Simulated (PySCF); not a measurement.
Isomers of C6H7F3. Theory: PySCF 2.14.0, PBE0-D3(BJ)/def2-SVP geometry optimisation, gas phase. Energies are electronic, without zero-point or thermal terms, for one conformer each. No frequencies were run at this level. Point groups hold within 0.08 Å.

Problem. Rank from lowest to highest electronic energy at this level (kcal/mol).
A. `[CH2:1]=[CH:2]/[CH:3]=[CH:4]\[CH2:5][C:6]([F:7])([F:8])[F:9]` with C1–C2–C3–C4 180°, C3–C4–C5–C6 114°
B. `[CH2:1]=[CH:2][C:3](=[CH2:4])[CH2:5][C:6]([F:7])([F:8])[F:9]` with C1–C2–C3–C4 178°, C2–C3–C5–C6 88°
C. `CC=C=C(C)C(F)(F)F`

Solution. A (0.0), B (0.3), C (10.3).

As drawn, the highest has cumulated double bonds, which the lowest lacks. Neighbours under 2.5 kcal/mol apart (C=C/C=C\CC(F)(F)F and C=CC(=C)CC(F)(F)F) can change places with a better method, another conformer or zero-point energy.

| SMILES | E (Eh) | E rel (kcal/mol) | dipole (D) | point group | A, B, C (MHz) |
| --- | --- | --- | --- | --- | --- |
| C=C/C=C\CC(F)(F)F | -531.41045 | 0.0 | 2.13 | C1 | 3612, 767.1, 724.3 |
| C=CC(=C)CC(F)(F)F | -531.41003 | 0.3 | 2.01 | C1 | 2446, 1248, 989.4 |
| CC=C=C(C)C(F)(F)F | -531.39406 | 10.3 | 2.68 | C1 | 2608, 1001, 869.6 |

Problem. As an exercise, what shares would exp(−E/RT) give at 2000 K from these electronic energies alone (no entropy, no degeneracies)?

Solution. RT = 3.974 kcal/mol: C=C/C=C\CC(F)(F)F 49.7 %, C=CC(=C)CC(F)(F)F 46.5 %, CC=C=C(C)C(F)(F)F 3.7 %.
